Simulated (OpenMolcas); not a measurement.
# Ru3+: effect of the active space

```json
{
  "Program": "OpenMolcas",
  "Method": "CASSCF or its RAS form",
  "Basis": "ANO-RCC-VTZP",
  "Scalar Hamiltonian": "DKH2, point nucleus",
  "Spin-orbit coupling": "state interaction with AMFI integrals over the reference wave functions, term energies averaged over their components"
}
```

A. 5 electrons in 5 orbitals (4d); 2S+1 = 6 even, 1 root; 2S+1 = 4 even, 24 roots; 2S+1 = 2 even, 75 roots; cost about 40 core-seconds
B. 11 electrons in 8 orbitals (RAS1 4p, at most 2 holes; RAS2 4d); 2S+1 = 6 even, 1 root; 2S+1 = 4 even, 24 roots; 2S+1 = 2 even, 70 roots; cost of the order of 60 core-seconds
C. 5 electrons in 9 orbitals (RAS2 4d 5s; RAS3 5p, at most 2 electrons); 2S+1 = 6 even, 6 roots; 2S+1 = 4 even, 74 roots kept (CI in the orbitals of an earlier block); 2S+1 = 2 even, 89 roots kept (CI in the orbitals of an earlier block); 2S+1 = 6 odd, 15 roots; 2S+1 = 4 odd, 15 roots kept (CI in the orbitals of an earlier block); 2S+1 = 2 odd, 9 roots kept (CI in the orbitals of an earlier block, 0 in the spin-orbit step); cost roughly 4 core-minutes
D. 5 electrons in 10 orbitals (4d 5d); 2S+1 = 6 even, 1 root; 2S+1 = 4 even, 24 roots; 2S+1 = 2 even, 67 roots; cost about 2.2 core-minutes

Energies in cm⁻¹ above 4d⁵ ⁶S_5/2.

| Level | A | B | C | D |
| --- | --- | --- | --- | --- |
| 4d⁵ ⁶S_5/2 | 0.0 | 0.0 | 0.0 | 0.0 |
| 4d⁵ ⁴G_5/2 | 27480 | 27861 | 28012 | 26884 |
| 4d⁵ ⁴G_7/2 | 27677 | 28139 | 28238 | 27107 |
| 4d⁵ ⁴G_11/2 | 27731 | 28229 | 28303 | 27223 |
| 4d⁵ ⁴G_9/2 | 27793 | 28294 | 28372 | 27254 |
| 4d⁵ ⁴P_5/2 [69 %] | 31064 | 28745 | 31202 | 30348 |
| 4d⁵ ⁴P_3/2 [73 %] | 31497 | 29111 | 31663 | 30756 |
| 4d⁵ ⁴P_1/2 | 32076 | 29511 | 32259 | 31309 |
| 4d⁵ ⁴D_7/2 | 34016 | 33114 | 34414 | 33393 |
| 4d⁵ ⁴D_1/2 | 34657 | 33614 | 35078 | 33972 |
| 4d⁵ ⁴D_3/2 [73 %] | 35091 | 33857 | 35519 | 34395 |
| 4d⁵ ⁴D_5/2 [71 %] | 35100 | 33836 | 35517 | 34414 |
| 4d⁵ ²I_11/2 | 39475 | 41093 | 40512 | 38686 |
| 4d⁵ ²I_13/2 | 39916 | 41696 | 41012 | 39178 |
| 4d⁵ ²D_5/2(1) [51 %] | 43344 | 40698 | 43681 | 42410 |
| 4d⁵ ²D_3/2(1) [60 %] | 44463 | 41929 | 44921 | 43476 |
| 4d⁵ ⁴F_9/2 | 45656 | 44090 | 46396 | 44672 |
| 4d⁵ ⁴F_5/2 | 46232 | 44402 | 47018 | 45139 |
| 4d⁵ ⁴F_3/2 [60 %] | 47327 | 45370 | 48082 | 46310 |
| 4d⁵ ²H_9/2 [67 %] | 48299 | 47472 | 49227 | 47270 |
| 4d⁵ ²H_11/2 | 49690 | 49043 | 50788 | 48683 |
| 4d⁵ ²G_7/2(1) | 50200 | 49687 | 51124 | 49281 |
| 4d⁵ ²G_9/2(1) [63 %] | 51338 | 50795 | 52394 | 50427 |
| 4d⁵ ²F_5/2(2) | 53696 | 52443 | 54622 | 52754 |

The spin-orbit steps hold different terms of 4d⁵ (B lacks a ²D; D lacks a ²D, ²P), which shifts levels as well.

Among A to D the level of the table that moves most is 4d⁵ ²D_3/2(1) [60 %], by 3000 cm-1 (lowest in B, highest in C).

Without dynamic correlation excited terms often stand tens of per cent too high (terms of higher spin than the ground term too low), and those without a measured partner can miss by more than the paired ones. Active for correlation alone: 4p; no level in the range computed is led by a configuration that opens it, so any true level of that kind is missing (holds for B). Some high roots are left out of the spin-orbit mixing, which shifts the levels that they would mix with (holds for C). Terms from blocks run as CI alone lack orbitals of their own (holds for C). Active for correlation alone: 5d; no level in the range computed is led by a configuration that fills it, so any true level of that kind is missing (holds for D). Levels of configurations outside the active space are missing. Levels that lie high or do not pair safely by name in every column are left out.

A share in square brackets marks a mixed level and gives the weight of the term that names it, the lowest over the columns. A number in round brackets counts repeated terms of one configuration in the order of the reference energies.
